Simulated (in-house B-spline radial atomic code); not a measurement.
**PBE hybrid excitations of Ge4+**

Method: PBE hybrid with 0.4 exact exchange. Computed with an all-electron radial atomic-structure program (B-spline basis): linear response of the closed shell [Ar] 3d10 with the functional's adiabatic kernel; scalar-relativistic (spin-free one-electron X2C), finite nucleus, no spin-orbit coupling, no double excitations, S, P, D and F terms only. Only terms of natural parity with L up to 3 were computed.

Command:
```bash
python run_td.py task.json out
```
Settings (radii: box in bohr, nucleus in fm):
```
Z                        32
electrons                28
configuration            [Ar] 3d10
hamiltonian              x2c
method                   pbeh
box_radius               19.1
exact_exchange_fraction  0.4
rms_radius               4.0742
intervals                72
```

Time taken, with all properties: 2.3 s on 1 thread of Arm Neoverse N1 (shared host).

The lowest states, in the order of their Tamm-Dancoff energies; the method's threshold (minus the highest occupied level) is 84.28 eV. Labels give the largest channel, * marks a mixed state, and oscillator strengths are full-response dipole values. Semilocal kernels can invert the small singlet-triplet splittings of Rydberg terms. Energies in eV:

```
     state  full response  Tamm-Dancoff  oscillator strength
3d → 4s 3D         27.824        27.848                    -
3d → 4s 1D              ?             ?                    -
3d → 4p 3P          39.01         39.04                    -
3d → 4p 3F          39.35         39.37                    -
3d → 4p 1F          39.81         39.81                    -
3d → 4p 1P          40.72         40.79                0.557
3d → 4d 3S          54.69         54.74                    -
3d → 4d 3D          55.62         55.64                    -
3d → 4d 1D          56.16         56.17                    -
3d → 5s 3D          58.71         58.72                    -
3d → 5s 1D              ?             ?                    -
3d → 4d 1S          59.42         59.90                    -
3d → 5p 3P          62.55         62.56                    -
3d → 5p 3F          62.66         62.67                    -
3d → 5p 1F          62.79         62.79                    -
3d → 5p 1P          62.99         63.01               0.0561
```

Where does 3d → 5s 1D lie?

At 58.89 eV in full response, 58.89 eV in Tamm-Dancoff.

Where does 3d → 4s 1D lie?

At 28.554 eV in full response, 28.563 eV in Tamm-Dancoff.

How large is the singlet-triplet splitting of 3d → 4s (D terms) in Tamm-Dancoff?

0.714 eV, from the unrounded values.

What polarisabilities and dispersion coefficient does the method give?

Dipole 0.8178 bohr³, quadrupole 1.199 bohr⁵, C6 1.556 hartree·bohr⁶ for two such species.
